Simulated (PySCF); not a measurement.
Compound: benzoate anion, C7H5O2 (charge -1).
Numbering: `[O:1]=[C:2]([O-:3])[c:4]1[cH:5][cH:6][cH:7][cH:8][cH:9]1` (hydrogens: H10 on C5; H11 on C6; H12 on C7; H13 on C8; H14 on C9)

Torsions of this conformer, `[O:1]=[C:2]([O-:3])[c:4]1[cH:5][cH:6][cH:7][cH:8][cH:9]1`: O1–C2–C4–C5 180°.

The closed-shell ground state was solved at several levels (PySCF, density fitting, gas phase, non-relativistic). Geometry: GFN2-xTB; no solvent, vibrations or thermal averaging. No diffuse functions stand in pcJ-1 and pcSseg-1, which bears on an anion's orbital energies.

```csv
level,basis functions,total energy (Eh),HOMO (eV),LUMO (eV),gap (eV)
B3LYP/pcJ-1,293,-420.2856,-1.19,3.30,4.49
PBE0/pcSseg-1,178,-419.7497,-1.51,3.44,4.95
```

Task: Estimate the row for CAM-B3LYP/def2-SVPD, a basis of 226 functions; the other rows only guide the guess.

Result: Total energy -419.7950 Eh, HOMO -3.39 eV, LUMO 4.28 eV, gap 7.67 eV.

Task: Over all these levels, which gives the widest orbital gap and which the narrowest?

Result: CAM-B3LYP/def2-SVPD (range-separated hybrid) has the widest, 7.67 eV, and B3LYP/pcJ-1 (global hybrid, 20 % exact exchange) the narrowest, 4.49 eV. Functional and basis both differ between the two, so the spread mixes both effects.
